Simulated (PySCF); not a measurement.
## Excitation energy of Be by level of theory

Be [He] 2s2 (1S) → Be [He] 2p2 (3P), as a difference of total energies. All numbers are calculated (PySCF 2.14, no relativity, point nucleus, in aug-cc-pCVTZ (7s6p4d2f, 59 functions)). Correlated levels: valence and next inner shell: nothing frozen. The calculations carry no spin-orbit coupling.

Q: Order these methods by the excitation energy they give, lowest first.
A. CCSD (valence and next inner shell)
B. UHF
C. SCS-MP2 (valence and next inner shell)
D. MP2 (valence and next inner shell)

A: B (6.445 eV), D (7.065 eV), C (7.345 eV), A (7.417 eV).

Errors of the correlated levels include the incompleteness of this basis.

For comparison: 7.401 eV (measured; NIST levels, between the centres of gravity of the two terms).
